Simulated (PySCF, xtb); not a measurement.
F₆Te, SMILES F[Te](F)(F)(F)(F)F (connectivity only; charge and spin as stated), charge -1, multiplicity 2.

Harmonic wavenumbers (cm⁻¹) from GFN2-xTB run with xtb 6.7.1 at its own minimum, in rising order: 49, 50, 155, 157, 166, 166, 233, 234, 236, 340, 341, 401, 426, 426, 455.

Question: What does PBE-D3(BJ)/def2-SVPD (PySCF) give at its own minimum? (An estimate is asked for; the answer gives what the named calculation found.)

Answer: 128, 128, 128, 160, 160, 160, 199, 199, 199, 465, 465, 486, 486, 486, 514. Paired by order, the mean absolute difference is 55 cm⁻¹ and the zero-point energies are 5.5 and 6.2 kcal/mol.
